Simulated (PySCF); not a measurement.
A species of formula C5H11FSi2 has this rotational fingerprint, computed with PBE0/pcSseg-1 in PySCF (dipole) on a GFN2-xTB geometry, gas phase:

| Property | Result |
| --- | --- |
| Rotational constants | A = 2213, B = 840.8, C = 732.7 MHz |
| Dipole components | \|μa\| = 0.79 D, \|μb\| = 0.96 D, \|μc\| = 0.42 D |
| Inertial defect | -139.67 u·Å² |
| κ | -0.85 |

Question: Which structure is it? (One computed conformer of each.)
A. `[CH3:1][CH2:2][C@@H:3]([SiH3:4])[C:5]#[C:6][SiH2:7][F:8]` with C1–C2–C3–Si4 176°
B. `[F:1][C@@H:2]1[SiH2:3][CH:4]=[C:5]1[CH2:6][CH2:7][SiH3:8]` with C4–C5–C6–C7 121°, C5–C6–C7–Si8 -59°
C. `[F:1][SiH2:2][SiH2:3][C:4]1=[CH:5][CH2:6][CH2:7][CH2:8]1` with F1–Si2–Si3–C4 -167°, Si2–Si3–C4–C5 120°, C4–C5–C6–C7 -12°, C5–C6–C7–C8 18°, C6–C7–C8–C4 -19°, Si3–C4–C8–C7 -169°

Answer: B. It is F[C@@H]1[SiH2]C=C1CC[SiH3], an asymmetric top, point group C1. The candidates at the same level (rigid rotor, commonest isotopes):

```csv
SMILES,A (MHz),B (MHz),C (MHz),μa (D),μb (D),μc (D),Δ (u·Å²),point group,rotor
CC[C@@H]([SiH3])C#C[SiH2]F,1880,612.4,494.3,2.38,1.24,0.98,-71.76,C1,asymmetric top
F[C@@H]1[SiH2]C=C1CC[SiH3],2213,840.8,732.7,0.79,0.96,0.42,-139.67,C1,asymmetric top
F[SiH2][SiH2]C1=CCCC1,3675,597.1,562.9,2.81,0.58,0.21,-86.06,C1,near-prolate asymmetric top
```

`CC[C@@H]([SiH3])C#C[SiH2]F` has C 33 % too low; `F[SiH2][SiH2]C1=CCCC1` has A 66 % too high. No structure here is proved a minimum.
